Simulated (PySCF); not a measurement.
diglyme (C$_{6}$H$_{14}$O$_{3}$), singlet, geometry from GFN2-xTB. Base run: DF-PBE/STO-3G in PySCF.

Input for PySCF:
```python
from pyscf import gto, scf, dft

mol = gto.M(
    atom='''
C    -4.32018274    0.10369954   -0.27968204
O    -3.32739323    0.88011273    0.34633474
C    -2.03256097    0.72714712   -0.18116636
C    -1.36618584   -0.60355762    0.21708757
O    -0.07916902   -0.76777934   -0.32857044
C     0.92423032    0.03238711    0.25737989
C     2.27756247   -0.49578610   -0.20804157
O     3.28593317    0.31629622    0.34300580
C     4.57752733   -0.08497099   -0.03728386
H    -5.27128911    0.45139207    0.11948003
H    -4.20986180   -0.96368918   -0.06140571
H    -4.30709659    0.24760544   -1.36654269
H    -2.04487064    0.80671816   -1.27836767
H    -1.46048727    1.56340887    0.22841288
H    -1.94417526   -1.44216755   -0.17961612
H    -1.33928610   -0.67600091    1.31424203
H     0.86923954   -0.01770022    1.35356851
H     0.83128529    1.08347749   -0.04514543
H     2.31600329   -0.47472289   -1.30729183
H     2.39741675   -1.54037524    0.11607243
H     4.70502381   -0.03709573   -1.12587243
H     5.26978660    0.60484485    0.44071062
H     4.79100102   -1.10824617    0.29583295
''',
    basis='sto-3g',
    verbose=4,
)

mf = dft.RKS(mol)
mf.xc = 'pbe'
mf = mf.density_fit(auxbasis='def2-universal-jkfit')
mf.kernel()
```

Each row names what was changed in the base input (with any setting that the change needs).

| change | basis functions | E (Eh) | HOMO (eV) | HOMO-LUMO gap (eV) | dipole (D) | core-seconds (rough) |
|---|---|---|---|---|---|---|
| base | 59 | -456.15098 | -1.74 | 7.31 | 1.00 | 10 |
| basis = 6-31G | 109 | -461.96273 | -5.14 | 6.29 | 1.44 | 20 |
| basis = 3-21G | 109 | -459.56046 | -4.82 | 6.35 | 1.25 | 20 |
| basis = pcseg-0 | 109 | -460.85217 | -5.20 | 6.30 | 1.52 | 30 |
| basis = 6-31G* | 154 | -462.09261 | -5.13 | 6.46 | 1.12 | 40 |
| basis = def2-SV(P) | 154 | -461.73257 | -5.31 | 6.35 | 1.14 | 40 |
| basis = 6-31+G* | 190 | -462.11697 | -5.52 | 5.44 | 1.30 | 50 |
| basis = cc-pVDZ | 196 | -462.12202 | -5.22 | 6.27 | 1.01 | 50 |
| basis = pc-1 | 196 | -462.02984 | -5.46 | 6.23 | 1.22 | 60 |
| basis = pcseg-1 | 196 | -462.02338 | -5.46 | 6.18 | 1.22 | 60 |
| basis = def2-SVP | 196 | -461.76324 | -5.30 | 6.31 | 1.13 | 40 |
| basis = 6-31G** | 196 | -462.11031 | -5.14 | 6.42 | 1.12 | 50 |
| basis = 6-311G** | 246 | -462.23081 | -5.38 | 6.10 | 1.13 | 60 |

Totals compare only among sets that treat the same electrons; sets with core potentials leave the core out.
